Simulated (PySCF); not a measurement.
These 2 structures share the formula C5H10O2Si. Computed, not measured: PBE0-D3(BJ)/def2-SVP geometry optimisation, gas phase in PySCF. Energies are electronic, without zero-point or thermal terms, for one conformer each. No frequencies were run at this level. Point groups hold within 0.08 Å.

**Question.** Rank from lowest to highest electronic energy at this level (kcal/mol).
A. `[CH2:1]=[CH:2][CH2:3][Si:4]([OH:5])([OH:6])[CH:7]=[CH2:8]` with C1–C2–C3–Si4 -106°, C2–C3–Si4–O5 -60°, C3–Si4–O5–H 178°, C3–Si4–O6–H -68°, C3–Si4–C7–C8 137°
B. `[O:1]=[CH:2][C@H:3]1[CH2:4][O:5][CH2:6][CH2:7][SiH2:8]1` with O1–C2–C3–C4 155°, C2–C3–C4–O5 63°, C3–C4–O5–C6 75°, C4–O5–C6–C7 -72°, O5–C6–C7–Si8 55°

**Answer.** A (0.0), B (41.7).

As drawn, the lower has an O–H bond, an Si–O bond and a C=C bond outside aromatic rings, which the higher lacks; the higher has a C=O bond, which the lower lacks.

```json
{"SMILES": "C=CC[Si](O)(O)C=C", "E (Eh)": "-635.69333", "E rel (kcal/mol)": "0.0", "dipole (D)": "1.97", "point group": "C1", "A, B, C (MHz)": "2217, 1202, 986.1"}
{"SMILES": "O=C[C@H]1COCC[SiH2]1", "E (Eh)": "-635.62682", "E rel (kcal/mol)": "41.7", "dipole (D)": "3.24", "point group": "C1", "A, B, C (MHz)": "2506, 1426, 1122"}
```
